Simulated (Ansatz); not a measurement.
Molecule: sum formula FeBrCl, charge 0, multiplicity 5. The spin state was set by rule; other spins were not relaxed. 
Structure (B3LYP-D3(BJ)/def2-TZVP (Ansatz, a first-principles code) minimum search):
```
Fe
Cl 1 2.1444
Br 1 2.2922 2 180.00
```
Charge 0, spin multiplicity 5.

Wanted: atomisation energy (electronic, to ground-state atoms), in kcal/mol. Valence correlation only, unless marked. UHF or UKS for open shells. No spin-orbit coupling. Frozen are the shells of the preceding noble gas and the d and f shells that filled before the atom's block. No relativistic terms. The coupled-cluster limit lacks core correlation, which all-electron functionals hold. CBS(X,Y): correlation extrapolated as X^-3; Hartree-Fock from the larger set. The bracket is a focal-point correction in the basis named.

| level | program | atomisation energy (kcal/mol) | minus last row |
|---|---|---|---|
| PBE-D3(BJ)/def2-TZVPD | Ansatz + dftd3 | 189.6 | 8.0 |
| BLYP-D4/def2-TZVPD | Ansatz + dftd4 | 179.4 | -2.2 |
| BHLYP/def2-TZVPD | Ansatz | 168.3 | -13.3 |
| B2PLYP/def2-TZVPD | Ansatz | 176.3 | -5.3 |
| SCS-MP2/STO-3G | Ansatz | 137.7 | -43.9 |
| CCSD/6-31G | Ansatz | 135.6 | -46.0 |
| RI-MP2/CBS(def2-TZVPPD,def2-QZVPPD)+[CCSD(T)-MP2]/def2-TZVPPD | Ansatz | 181.6 | 0.0 |
